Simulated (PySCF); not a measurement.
SMILES [BH2], doublet, PBE0/def2-SVP optimised geometry.

```
3

B     -0.22    -0.47     0.00
H     -0.98     0.47     0.00
H      0.98    -0.47     0.00
```

Density from unrestricted PBE0/def2-TZVP (PySCF) at that geometry.

Minimum of the electron density along straight lines between bonded atoms, close to the bond critical point (lines longer than 1.1 times the sum of covalent radii, or with two minima, are not listed):

```json
[
 {"bond": "B1–H2", "length / Å": "1.205", "ρ at the minimum / e bohr⁻³": "0.184", "∇²ρ there / e bohr⁻⁵": "-0.41", "position (fraction from the first atom)": "0.44"},
 {"bond": "B1–H3", "length / Å": "1.205", "ρ at the minimum / e bohr⁻³": "0.184", "∇²ρ there / e bohr⁻⁵": "-0.41", "position (fraction from the first atom)": "0.44"}
]
```
